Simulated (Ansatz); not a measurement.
CH₆NOSb, SMILES `C[O][SbH][NH2]`, relaxed with RKS PBE-D4/def2-SVP in Ansatz 0.2.0 from a rough embedded geometry. The force threshold is 0.03 eV/Å; the program also tests the step.

The species carries charge 0 and has multiplicity 1. Sb takes the def2 core potential.

Start:

```xyz
10

C     1.214   -0.297    0.966
O     0.875   -0.578   -0.325
Sb   -1.090   -0.972   -0.273
N    -1.659    0.974   -0.806
H     2.359   -0.054    0.993
H     0.732    0.660    1.353
H     1.058   -1.116    1.675
H    -1.147   -1.513   -1.915
H    -0.952    1.282   -1.624
H    -1.390    1.613   -0.044
```

Task: How much energy does the relaxation release, and in how many steps? (Best estimate.)

Result: Ansatz gave: 44.19 kJ/mol, in 9 steps, 1 of them rejected.

Task: Which bonds change most? (An estimate is asked.)

Result: Ansatz gave: N4–H9 from 1.124 to 1.029 Å; C1–H5 from 1.170 to 1.113 Å; C1–O2 from 1.365 to 1.409 Å; O2–Sb3 from 2.004 to 2.045 Å.

Task: Give the relaxed structure. (An estimate is asked.)

Result: Computed: 
```xyz
10

C     1.382   -0.326    1.037
O     0.862   -0.736   -0.207
Sb   -1.168   -0.928   -0.361
N    -1.776    0.968   -0.917
H     2.489   -0.434    1.009
H     1.166    0.747    1.272
H     1.018   -0.930    1.907
H    -0.948   -1.377   -2.024
H    -1.153    1.415   -1.603
H    -1.872    1.601   -0.113
```
